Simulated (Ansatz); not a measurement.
Coupled-cluster diagnostics for AsP₃ (the lowest singlet isomer of a short search), Ansatz.

Geometry of the singlet (r2SCAN-D4/def2-SVP):

```tsv
atom	x (Å)	y (Å)	z (Å)
P1	-1.099	0.189	-0.793
P2	1.063	0.630	-0.588
P3	0.270	-1.341	0.043
As4	-0.234	0.522	1.338
```

Correlated methods freeze 24 core orbitals; core or outer-core shells of As are correlated, in sets that lack core-valence functions. The structure comes from a short search, and lower isomers may exist.

(1) Estimate the CCSD(T) correlation energy, the shares of MP2 and (T), T1 and the reference's ⟨S²⟩ for: charge 0, singlet, own geometry in def2-TZVPP; and the rough time on 4 threads of Arm Neoverse V2 on a shared host.

Results:

(1) 
```tsv
state	basis	correlation (eV)	MP2 share (%)	(T) share (%)	T1	⟨S²⟩ (pure)	wall time
charge 0, singlet, own geometry	def2-TZVPP	-20.578	93.3	6.5	0.015	0.00 (0.00)	7.5 s
```
Customary marks for T1 are 0.02 (closed shells), 0.045 (open shells) and about 0.05 (3d metals). T1 stays under 0.02 throughout.
